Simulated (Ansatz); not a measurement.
Stepwise reaction of `C[SiH2][SiH](O)O` with hydrogen chloride, as a gas-phase model of exchange steps in deposition or etching. ΔE in kJ/mol.

Program: Ansatz. Geometries: PBE0-D4/def2-TZVP. ΔE: electronic, gas phase. CCSD(T)/CBS adds triple-zeta CCSD(T) − MP2 to the extrapolated MP2 energy (def2 sets, frozen cores). This one scheme is used for every species. Functionals use def2-TZVPP. B3LYP here is the variant with VWN-RPA as its local correlation; programs differ in this. One conformer a species, not always the lowest.

```json
{"step": "2", "reaction": "`C[SiH2][SiH](O)Cl` + HCl → `C[SiH2][SiH](Cl)Cl` + H₂O", "PBE-D4": "-7.8", "B3LYP-D4": "-0.3", "ωB97M-V": "-1.6", "CCSD(T)/CBS": "-4.1"}
```

Problem. Give the row of step 1, `C[SiH2][SiH](O)O` + HCl → `C[SiH2][SiH](O)Cl` + H₂O. (Estimate.)

Solution. Computed: 
```json
{"step": "1", "reaction": "`C[SiH2][SiH](O)O` + HCl → `C[SiH2][SiH](O)Cl` + H₂O", "PBE-D4": "-12.5", "B3LYP-D4": "-6.6", "ωB97M-V": "-7.5", "CCSD(T)/CBS": "-9.2"}
```

Problem. By hand: ΔE of the 2 steps together at CCSD(T)/CBS.

Solution. (-9.2) + (-4.1) = -13.3 kJ/mol, or -6.6 kJ/mol a step.

In ΔE each step is higher than the one before. PBE-D4 differs from CCSD(T)/CBS by -3.7 to -3.3 kJ/mol a step. Only this route is followed, and other bonds may react first. Isolated molecules leave out the surface, adducts and barriers. Largest T1 diagnostic: 0.012.
